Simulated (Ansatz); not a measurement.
The input (input.yaml):

```yaml
crystal:
  periodic: [false, false, false]
  atoms:
    - { symbol: Ta, position_ang: [-0.005667, 0.300569, 0.098569] }
    - { symbol: Cl, position_ang: [2.28884, 0.603537, 0.217603] }
    - { symbol: F, position_ang: [-0.287541, 0.581138, 1.947944] }
    - { symbol: F, position_ang: [-0.014072, 0.174954, -1.78837] }
    - { symbol: "N", position_ang: [-1.046136, 1.932421, -0.152103] }
    - { symbol: H, position_ang: [-1.421571, 2.48614, 0.615841] }
    - { symbol: H, position_ang: [-1.308414, 2.297776, -1.066049] }
    - { symbol: F, position_ang: [-0.905667, -1.346125, 0.210962] }
    - { symbol: H, position_ang: [1.221219, -2.78935, 0.915219] }
    - { symbol: H, position_ang: [1.910311, -2.47526, 0.946184] }
basis:
  gaussian: { orbitals: def2-SVP }
hamiltonian:
  xc: r2scan
  dispersion: d4
neb:
  order_check: false
  images: 9
  f_tol: 0.03
  max_iterations: 60
  spring: { min: 2.0, max: 10.0 }
  final_atoms:
    - { symbol: Ta, position_ang: [-0.77462267, -0.42551767, 0.20030448] }
    - { symbol: Cl, position_ang: [3.27396181, 0.48791599, 0.31301018] }
    - { symbol: F, position_ang: [-0.93726657, -0.23756847, 2.06931513] }
    - { symbol: F, position_ang: [-0.31163209, -0.70989122, -1.60482392] }
    - { symbol: "N", position_ang: [-0.5211986, 1.49879392, 0.00018388] }
    - { symbol: H, position_ang: [-0.65842016, 2.17311372, 0.75231862] }
    - { symbol: H, position_ang: [-0.35274189, 1.95813445, -0.89439922] }
    - { symbol: F, position_ang: [-2.40095112, -1.36490385, 0.04916243] }
    - { symbol: H, position_ang: [0.77361192, -1.21796616, 0.56835378] }
    - { symbol: H, position_ang: [2.34056139, -0.39631072, 0.49237462] }
  initial_path:
    images:
      - { positions_ang: [[-0.005667, 0.300569, 0.098569], [2.28884, 0.603537, 0.217603], [-0.287541, 0.581138, 1.947944], [-0.014072, 0.174954, -1.78837], [-1.046136, 1.932421, -0.152103], [-1.421571, 2.48614, 0.615841], [-1.308414, 2.297776, -1.066049], [-0.905667, -1.346125, 0.210962], [1.221219, -2.78935, 0.915219], [1.910311, -2.47526, 0.946184]] }
      - { positions_ang: [[-0.00404178, 0.239921, 0.07923965], [2.39551269, 0.48189307, 0.18205037], [-0.23472677, 0.46977014, 1.94466712], [-0.00557999, 0.13403506, -1.81623902], [-1.05206027, 1.91964006, -0.12942615], [-1.46691496, 2.42263032, 0.65294361], [-1.25320095, 2.33554664, -1.03258613], [-0.91732551, -1.4115438, 0.17122656], [1.10673939, -2.56644954, 0.95127086], [1.86290013, -2.25964296, 0.94265314]] }
      - { positions_ang: [[-0.00241655, 0.179273, 0.0599103], [2.50218539, 0.36024913, 0.14649775], [-0.18191253, 0.35840229, 1.94139024], [0.00291202, 0.09311611, -1.84410805], [-1.05798454, 1.90685912, -0.10674931], [-1.51225891, 2.35912065, 0.69004621], [-1.19798789, 2.37331729, -0.99912327], [-0.92898401, -1.47696259, 0.13149112], [0.99225977, -2.34354909, 0.98732272], [1.81548927, -2.04402591, 0.93912229]] }
      - { positions_ang: [[-0.00079133, 0.118625, 0.04058094], [2.60885808, 0.2386052, 0.11094512], [-0.1290983, 0.24703443, 1.93811336], [0.01140404, 0.05219717, -1.87197707], [-1.06390881, 1.89407818, -0.08407246], [-1.55760287, 2.29561097, 0.72714882], [-1.14277484, 2.41108793, -0.9656604], [-0.94064252, -1.54238139, 0.09175568], [0.87778016, -2.12064863, 1.02337458], [1.7680784, -1.82840887, 0.93559143]] }
      - { positions_ang: [[0.00083389, 0.057977, 0.02125159], [2.71553077, 0.11696127, 0.07539249], [-0.07628407, 0.13566658, 1.93483648], [0.01989605, 0.01127823, -1.89984609], [-1.06983308, 1.88129725, -0.06139562], [-1.60294683, 2.2321013, 0.76425143], [-1.08756179, 2.44885857, -0.93219753], [-0.95230102, -1.60780019, 0.05202024], [0.76330055, -1.89774817, 1.05942644], [1.72066753, -1.61279183, 0.93206057]] }
      - { positions_ang: [[0.00245911, -0.002671, 0.00192224], [2.82220346, -0.00468266, 0.03983986], [-0.02346984, 0.02429872, 1.9315596], [0.02838806, -0.02964072, -1.92771512], [-1.07575735, 1.86851631, -0.03871877], [-1.64829078, 2.16859162, 0.80135403], [-1.03234874, 2.48662922, -0.89873466], [-0.96395953, -1.67321899, 0.0122848], [0.64882093, -1.67484771, 1.0954783], [1.67325667, -1.39717479, 0.92852972]] }
      - { positions_ang: [[-0.15295724, -0.08724033, 0.04159869], [2.91255513, 0.09383707, 0.09447393], [-0.20622918, -0.02807472, 1.9591107], [-0.03961597, -0.16569082, -1.86313688], [-0.9648456, 1.79457183, -0.03093824], [-1.45031666, 2.16949604, 0.79154695], [-0.89642737, 2.38093026, -0.89786757], [-1.25135785, -1.61155596, 0.01966033], [0.67377913, -1.5834714, 0.99005339], [1.80671761, -1.19700197, 0.8412987]] }
      - { positions_ang: [[-0.3083736, -0.17180967, 0.08127514], [3.0029068, 0.1923568, 0.14910799], [-0.38898853, -0.08044816, 1.98666181], [-0.10762, -0.30174092, -1.79855864], [-0.85393385, 1.72062735, -0.02315771], [-1.25234254, 2.17040046, 0.78173987], [-0.760506, 2.27523131, -0.89700048], [-1.53875617, -1.54989293, 0.02703585], [0.69873733, -1.49209509, 0.88462849], [1.94017856, -0.99682916, 0.75406768]] }
      - { positions_ang: [[-0.46378996, -0.256379, 0.12095159], [3.09325847, 0.29087653, 0.20374206], [-0.57174788, -0.1328216, 2.01421291], [-0.17562403, -0.43779102, -1.7339804], [-0.7430221, 1.64668287, -0.01537718], [-1.05436841, 2.17130488, 0.77193278], [-0.62458463, 2.16953236, -0.89613339], [-1.82615448, -1.4882299, 0.03441138], [0.72369552, -1.40071878, 0.77920359], [2.0736395, -0.79665634, 0.66683666]] }
      - { positions_ang: [[-0.61920631, -0.34094833, 0.16062803], [3.18361014, 0.38939626, 0.25837612], [-0.75450723, -0.18519504, 2.04176402], [-0.24362806, -0.57384112, -1.66940216], [-0.63211035, 1.5727384, -0.00759665], [-0.85639429, 2.1722093, 0.7621257], [-0.48866326, 2.06383341, -0.8952663], [-2.1135528, -1.42656688, 0.0417869], [0.74865372, -1.30934247, 0.67377868], [2.20710044, -0.59648353, 0.57960564]] }
      - { positions_ang: [[-0.77462267, -0.42551767, 0.20030448], [3.27396181, 0.48791599, 0.31301018], [-0.93726657, -0.23756847, 2.06931513], [-0.31163209, -0.70989122, -1.60482392], [-0.5211986, 1.49879392, 0.00018388], [-0.65842016, 2.17311372, 0.75231862], [-0.35274189, 1.95813445, -0.89439922], [-2.40095112, -1.36490385, 0.04916243], [0.77361192, -1.21796616, 0.56835378], [2.34056139, -0.39631072, 0.49237462]] }
```

Launched with:

```bash
$ ansatz run input.yaml --threads 4 --pin off --max-ram 5120MiB --backend cpu --events-out ev --progress --plain --runs-dir out
```

Hardware: 4 threads of Arm Neoverse V2 (shared host).

Problem. Roughly how long does this run take, and how much memory?

Solution. 13 min, with a peak of 0.23 GiB, for 23 band iterations.
